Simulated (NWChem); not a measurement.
Species: silicon dioxide molecule (SiO2); SMILES O=[Si]=O

```xyz
3

O      0.0000     0.0000    -1.5060
Si     0.0000     0.0000     0.0000
O      0.0000     0.0000     1.5060
```
Atoms are numbered in this order, from 1.

All runs use the structure optimised with PBE0-D3(BJ)/def2-TZVP.

 Unshifted, non-relativistic core excitations; the lowest 4 roots alone, so stronger bands may lie above.

### Question
List the first Si K-edge excitations from PBE/cc-pVTZ, restricted-window TDA (NWChem).

### Answer
```tsv
state	energy (eV)	dipole oscillator strength	leading excitation (squared amplitude)
S1	1778.2	0.0000	1s of atom 2 or its equivalents → LUMO (1.00)
S2	1780.9	0.0039	1s of atom 2 or its equivalents → LUMO+1 (1.00)
S3	1780.9	0.0039	1s of atom 2 or its equivalents → LUMO+2 (1.00)
S4	1785.3	0.0000	1s of atom 2 or its equivalents → LUMO+3 (1.00)
```
